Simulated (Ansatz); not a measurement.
Pb3⁺. The state is a quartet with charge 1. Geometry PBE0-D4/def2-SVP; atoms count from 1.

```
atom   x (Å)   y (Å)   z (Å)
 Pb1  -0.040   1.309  -1.263
 Pb2  -1.141   0.067   1.416
 Pb3   1.181  -1.375  -0.154
```

In the def2 sets Pb takes a core potential; there is no spin–orbit coupling. The structure comes from a short search, and lower isomers may exist.

(1) Estimate the Mulliken populations from the PBE0/def2-TZVP orbitals of Ansatz.

(2) Where does the spin sit?

(3) And the Mayer bond orders between heavy atoms (over 0.3)?

## Answers

(1) 
```tsv
atom	charge (e)	spin (α − β)
Pb1	0.33	1.00
Pb2	0.33	1.00
Pb3	0.33	1.00
```
Mulliken values depend strongly on the basis.

(2) Summed by element: Pb 3.00, of 3 unpaired in all. Largest on single atoms: Pb3 1.00, Pb1 1.00, Pb2 1.00.

(3) Pb1–Pb2 0.95 (3.15 Å); Pb1–Pb3 0.95 (3.15 Å); Pb2–Pb3 0.95 (3.15 Å).
